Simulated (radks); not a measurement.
Excited configurations of La2+: one electron is placed in a higher orbital outside [Xe]. The ground configuration is [Xe] 5d1. Method: scalar-relativistic Kohn-Sham, PBE, spin-unpolarised, spherical densities, point nucleus; computed with a radial shooting solver on a logarithmic mesh with Libxc functionals. Excitation = E - E(ground); binding = E(ion) - E, where the ion is the core of charge +3; n* = 3/sqrt(2 binding) in atomic units, and the quantum defect is n - n*.

outer orbital  excitation (eV)  binding (eV)     n*  quantum defect  eigenvalue (eV)  <r> (bohr)
4f                      -0.370        19.319  2.518           1.482          -11.836       1.326
5f                      11.059         7.890  3.939           1.061           -6.224       5.761
6p                       5.190        13.759  2.983           3.017          -11.458       4.361
6d                       9.764         9.186  3.651           2.349           -7.656       5.970
7s                       9.659         9.291  3.630           3.370           -7.979       6.833
7p                      11.121         7.829  3.955           3.045           -6.683       7.815
7d                      13.203         5.747  4.616           2.384           -4.872       10.06
7f                      15.230         3.720  5.737           1.263           -3.159       14.98

Estimate the row for 6f.

Answer. excitation (eV) 13.667; binding (eV) 5.283; n* 4.814; quantum defect 1.186; eigenvalue (eV) -4.368; <r> (bohr) 9.870. The Delta-SCF ionisation energy is 18.950 eV (NIST Atomic Spectra Database: 19.177 eV, measured). Self-interaction in the functional shifts the binding energies and quantum defects, so they are the method's values and not measured ones. Spin polarisation and multiplet splitting are left out, so open shells lie too high by an amount that depends on their filling. Spin-orbit splitting is averaged out at the scalar-relativistic level. A negative excitation energy means that this level of theory puts the configuration below the NIST ground configuration.

Beside tabulated values, note that spin-unpolarised runs miss the spin-polarisation part of the exchange energy of open shells.
